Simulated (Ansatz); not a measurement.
Ga₉P₉. The state is a singlet with charge 0. Geometry PBE-D4/def2-SVP; atoms count from 1.

```xyz
18

Ga    2.255    0.596    3.866
Ga   -0.724    2.322    2.154
Ga   -0.312   -0.482   -3.591
Ga    0.671   -1.800   -0.328
Ga   -0.449    1.686   -1.016
Ga    1.720    1.106    0.638
Ga   -1.596   -0.733    1.032
Ga    3.462   -1.450   -0.725
Ga   -2.281    1.140   -2.691
P    -2.326   -1.535   -2.156
P    -1.561   -2.614   -0.369
P    -3.875   -0.049   -1.387
P     0.740    3.202    0.317
P    -2.647    1.149    0.120
P     3.419   -0.275    1.606
P     1.332    0.052   -1.646
P     1.880   -1.949    1.803
P     0.293   -0.366    2.371
```

Single mean-field runs in def2-SVP are fitted with def2-universal-jkfit. Another isomer (singlet) lies 0.03 eV lower at PBE0-D4/def2-TZVP; other spin states weren't run for this one.

Estimate the Mulliken populations from the PBE0/def2-SVP orbitals of Ansatz.


```
atom  charge (e)
 Ga1        0.39
 Ga2        0.28
 Ga3        0.29
 Ga4        0.26
 Ga5        0.15
 Ga6        0.26
 Ga7        0.50
 Ga8        0.36
 Ga9        0.35
 P10       -0.28
 P11       -0.18
 P12       -0.06
 P13       -0.32
 P14       -0.38
 P15       -0.37
 P16       -0.59
 P17       -0.17
 P18       -0.48
```
Mulliken values depend strongly on the basis.

And the Mayer bond orders between heavy atoms (over 0.3)?

Ga1–P15 0.44 (2.69 Å); Ga1–P18 0.35 (2.65 Å); Ga2–P13 0.71 (2.51 Å); Ga3–Ga9 0.40 (2.70 Å); Ga3–P10 0.46 (2.69 Å); Ga3–P16 0.43 (2.60 Å); Ga4–P11 0.85 (2.38 Å); Ga4–P16 0.76 (2.37 Å); Ga4–P17 0.65 (2.45 Å); Ga5–Ga9 0.49 (2.54 Å); Ga5–P13 0.93 (2.34 Å); Ga5–P14 0.60 (2.53 Å); Ga5–P16 0.57 (2.50 Å); Ga6–P13 0.93 (2.34 Å); Ga6–P15 0.69 (2.39 Å); Ga6–P16 0.49 (2.55 Å); Ga6–P18 0.42 (2.68 Å); Ga7–P11 0.84 (2.35 Å); Ga7–P14 0.82 (2.34 Å); Ga7–P18 0.71 (2.34 Å); Ga8–P15 0.47 (2.61 Å); Ga9–P10 0.34 (2.73 Å); Ga9–P12 0.72 (2.38 Å); P10–P11 0.97 (2.22 Å); P10–P12 0.91 (2.28 Å); P12–P14 0.90 (2.28 Å); P15–P17 0.92 (2.28 Å); P17–P18 0.82 (2.31 Å).
